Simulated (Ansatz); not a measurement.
Harmonic frequencies (cm⁻¹) at PBE0-D4/def2-TZVP from Ansatz: 272, 388, 464, 475, 489, 606, 617, 684, 765, 781, 875, 908, 916, 919, 1360, 2234, 2237, 2253, 2260, 3118, 3194.

Task: Which molecule is it?
A. `[AlH2][C]1=[N][SnH2]1`
B. `C1[SiH2][SiH2]1`
C. `[Cl][GeH]1[CH2][O]1`
D. `N=CB(O)Cl`

Result: B.
